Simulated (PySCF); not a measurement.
C5H6ClO2 (charge -1).
SMILES with atom numbers: `[CH2:1]=[CH:2][C@@H:3]([CH2:4][Cl:5])[C:6](=[O:7])[O-:8]` (hydrogens: H9, H10 on C1; H11 on C2; H12 on C3; H13, H14 on C4)

Cartesian coordinates in Å at the PBE0-D3(BJ)/def2-SVP level; atoms count from 1:
```xyz
14
C5H6ClO2 angstrom
C      1.7452   -0.6613   -0.9513
C      0.6659   -0.6677   -0.1620
C     -0.6291    0.0047   -0.4353
C     -1.7931   -0.9533   -0.4111
Cl    -1.7122   -2.2784   -1.6623
C     -0.9377    1.0497    0.7514
O     -1.0129    2.2310    0.4021
O     -1.0756    0.5029    1.8603
H      1.7313   -0.1640   -1.9271
H      2.6811   -1.1405   -0.6473
H      0.7078   -1.1631    0.8170
H     -0.5972    0.5587   -1.3853
H     -1.8468   -1.4393    0.5712
H     -2.7385   -0.4291   -0.6049
```

Computed with PBE0-D3(BJ)/def2-SVP geometry optimisation, gas phase (PySCF 2.14.0).

Masses are those of the commonest isotopes; rigid-rotor values at the optimised geometry. The values belong to one conformer with, in the numbering `[CH2:1]=[CH:2][C@@H:3]([CH2:4][Cl:5])[C:6](=[O:7])[O-:8]`, C1–C2–C3–C4 123°, C2–C3–C4–Cl5 -62°, C2–C3–C6–O7 118°.

(1) What are A, B and C (MHz)?

(2) Classify the top.

(3) What does the inertial defect say?

(4) Which types of transition are allowed, and where do some lines up to J = 5 fall?

(5) Estimate the classical rotational partition function at 25 K, 50 K and 298.15 K.

## Answers

(1) Ia = 218.96, Ib = 459.01, Ic = 578.44 u·Å²; 505379 MHz·u·Å²/I gives A = 2308, B = 1101, C = 873.7 MHz.

(2) An asymmetric top; Ray's κ = -0.683.

(3) Not planar: Δ = Ic − Ia − Ib = -99.53 u·Å². For a rigid frame Δ = −2 Σ m c², so Σ m c² = 49.77 u·Å² lies off the ab plane: 7.59 from hydrogen and 42.18 from heavier atoms. The atom farthest from that plane is 1.52 Å away.

(4) The dipole components (about the centre of mass, as the species is charged) are |μa| = 5.96 D, |μb| = 1.10 D, |μc| = 0.05 D. The squared components, which scale the intensities, stand as 1.00 : 0.03 : 0.00 (a : b : c). Some lines, for components of 0.1 D or more:

```
type  branch         J(Ka,Kc)    MHz  lower level (cm⁻¹)
   a       Q  4(1,3) ← 4(1,4)   2257               0.663
   b       Q  4(2,2) ← 4(1,3)   3298               0.738
   a       Q  5(1,4) ← 5(1,5)   3345               0.969
   b       Q  3(2,1) ← 3(1,2)   3443               0.461
   b       Q  5(1,4) ← 5(0,5)   3675               0.958
   b       R  5(2,3) ← 4(3,2)   4000               1.057
   b       Q  3(2,2) ← 3(1,3)   4661               0.416
   b       R  3(0,3) ← 2(1,2)   4801               0.230
   a       R  3(2,2) ← 2(2,1)   5924               0.374
   a       R  3(1,2) ← 2(1,1)   6246               0.253
   b       Q  3(3,1) ← 3(2,2)   6621               0.571
   a       R  4(1,4) ← 3(1,3)   7392               0.416
   a       R  4(3,1) ← 3(3,0)   7965               0.792
   b       R  2(2,0) ← 1(1,1)   8055               0.106
   a       R  4(1,3) ← 3(1,2)   8287               0.461
   b       R  5(0,5) ← 4(1,4)   8870               0.663
   b       Q  5(4,2) ← 5(3,3)   9186               1.389
   a       R  5(1,5) ← 4(1,4)   9200               0.663
   a       R  5(2,3) ← 4(2,2)  10286               0.848
   a       R  5(1,4) ← 4(1,3)  10288               0.738
   b       R  3(3,1) ← 2(2,0)  12516               0.375
   b       R  3(3,0) ← 2(2,1)  12547               0.374
   b       R  4(3,2) ← 3(2,1)  14429               0.576
   b       R  4(3,1) ← 3(2,2)  14588               0.571
   b       R  5(3,3) ← 4(2,2)  16238               0.848
   b       R  4(4,0) ← 3(3,1)  17150               0.792
   b       R  5(5,0) ← 4(4,1)  21765               1.364
```

(5) Point group C1, symmetry number σ = 1; q = (√π/σ)·√((kT/h)³/(ABC)), k/h = 20836.6 MHz/K: 14100 at 25 K, 40000 at 50 K, 582000 at 298.15 K.

Not checked by PBE0-D3(BJ)/def2-SVP frequencies. The geometry's basis has no diffuse functions, a weakness for an anion. These are rigid-rotor constants of the computed structure; measured ground-state constants (B0) also hold zero-point vibration. Quadrupole hyperfine structure (35Cl) is left out.
